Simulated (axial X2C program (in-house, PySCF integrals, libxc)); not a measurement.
Spin–orbit effects down a group: molecules with K, HF

Computed with an in-house all-electron X2C program for linear molecules (integrals from PySCF), spin-free (one-electron X2C) or two-component (2c: spin–orbit coupling with atomic mean-field Coulomb and Gaunt terms, which also bring small scalar terms), in Dyall basis sets with cores contracted in-house; open shells are unrestricted.

Basis sets: H dyall-v3z, K dyall-cv3z, Li dyall-cv3z, Na dyall-cv3z.

| molecule | spin-free state | Re (Å) | ωe (cm⁻¹) | De (eV) | 2c state | Re 2c (Å) | ωe 2c (cm⁻¹) | De 2c (eV) |
| --- | --- | --- | --- | --- | --- | --- | --- | --- |
| KH | M_S = 0, Λ = 0 | 2.307 | 970.2 | 0.86 | Ω = 0 | 2.307 | 970.1 | 0.86 |
| LiK | M_S = 0, Λ = 0 | 3.504 | 199.4 | n/a | Ω = 0 | 3.504 | 199.4 | n/a |
| NaK | M_S = 0, Λ = 0 | 3.685 | 118.2 | -0.06 | Ω = 0 | 3.685 | 118.2 | -0.06 |

Question: Work out the shifts from the spin-free to the two-component result.

Answer: 

```json
{"molecule": "KH", "2c state": "Ω = 0", "ΔRe (Å)": "0.000", "Δωe (cm⁻¹)": "-0.1", "ΔDe (eV)": "0.00"}
{"molecule": "LiK", "2c state": "Ω = 0", "ΔRe (Å)": "0.000", "Δωe (cm⁻¹)": "0.0", "ΔDe (eV)": "n/a"}
{"molecule": "NaK", "2c state": "Ω = 0", "ΔRe (Å)": "0.000", "Δωe (cm⁻¹)": "0.0", "ΔDe (eV)": "0.00"}
```

Shifts of one unit in the last digit are rounding.

Each entry is the lowest single determinant of a limited PBE0 search at one distance. De goes to single-determinant-based atoms at the same level (for ions the charge split of lowest energy) and is withheld (n/a) where an atom does not fit its ground term or J level. Main or longest-lived isotopes.
